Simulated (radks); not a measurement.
Values are calculated unless marked as measured or tabulated.
Species: Ti8+. Configuration: [Ne] 3s2 3p2 (the NIST ground configuration).

Code: a radial shooting solver on a logarithmic mesh with Libxc functionals. Model: scalar-relativistic Kohn-Sham, PBEsol, spin-polarised, spherical densities, finite nucleus; open shells are filled with parallel spins first; Fermi nuclear charge, rms radius 3.5921 fm.

Energy parts (eV):
| part | energy |
|---|---|
| total | -22581.243 |
| kinetic | 22780.476 |
| electron-nucleus | -51322.313 |
| Hartree | 6944.594 |
| exchange-correlation | -984.000 |

Orbitals (lengths in bohr, moments of r in powers of bohr):
orbital  occ.  eigenvalue (eV)      <r^4>
1s up       1        -5039.533  0.0001094
1s down     1        -5038.491  0.0001094
2s up       1        -705.3347    0.02677
2s down     1        -704.3773    0.02656
2p up       3        -614.2832    0.02128
2p down     3        -612.9826    0.02112
3s up       1        -206.3836      1.250
3s down     1        -201.0151      1.281
3p up       2        -180.6847      1.424
3p down     0        -175.4393      1.471

The highest occupied level is 3p up at -180.68 eV. Summed over all electrons, <r^2> = 4.625 bohr^2, which gives a Langevin (diamagnetic) susceptibility term of -3.66 x 10^-6 cm^3/mol. Spin moment in Bohr magnetons: 2. For comparison, the ionisation energy in NIST's Atomic Spectra Database is 192.1 eV (semi-empirical). In exact Kohn-Sham theory the highest level is minus the ionisation energy, but local and semilocal functionals leave it too shallow, through self-interaction and a potential that decays too fast; potentials with the right tail come closer. The electron density at the nucleus is 8554 e/bohr^3 (large components only).
